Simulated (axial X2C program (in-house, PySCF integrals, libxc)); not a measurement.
# Worked dissociation energy of NaMn⁺: CCSD(T), scalar-relativistic

Calculated with an axial X2C code built on PySCF integrals. Spin-free means the one-electron spin-free X2C Hamiltonian. Basis: Mn dyall-cv3z [9s10p6d3f2g], Na dyall-cv3z [9s8p5d2f] (cores contracted in-house); Gaussian nuclei, density fitting, unrestricted open shells. Masses: Mn 54.938 u, Na 22.990 u.

Molecular state: M_S = 5/2, Λ = 0 (beyond evenly filled blocks: σα, π+α, π-α, δ+α, δ-α).

Correlated methods: 15 electrons correlated (number of frozen shells: Mn 3 s, 2 p; Na 1 s), 285 virtual spin orbitals or spinors in MP2, 90 natural virtuals in coupled cluster.

| Property | Result |
| --- | --- |
| E(Mn) (2M_S = 5, M_L = 0) | -1157.548328 hartree |
| E(Na+) (2M_S = 0, M_L = 0) | -162.161414 hartree |
| E(NaMn⁺) at Re | -1319.728168 hartree |
| ωe | 136.5 cm⁻¹ |
| ωexe | 0.975 cm⁻¹ |

Work out De and D0.

De = -1157.548328 + (-162.161414) − (-1319.728168) = 0.01843 hartree = 0.501 eV. The zero-point energy is ωe/2 − ωexe/4 = 68 cm⁻¹ = 0.008 eV, so D0 = 0.493 eV.

The state is a single determinant with fixed occupations, the lowest that a limited PBE0 search found. Dissociation energies refer to the lowest single-determinant-based atoms at the same level and basis. Coupled cluster ran in a truncated set of natural virtual spinors; the MP2 energy of the rest was added. (T) has no such correction and the atoms are truncated less, which lowers De at CCSD(T) by a hundredth of an eV or more. The determinant is spin-polarised beyond a pure state at some levels (its spin-free form has ⟨S²⟩ too high), which makes Re and μ there less reliable.

Each atomic determinant is the lowest at this level and need not be a pure term. Totals compare only within one Hamiltonian and basis.
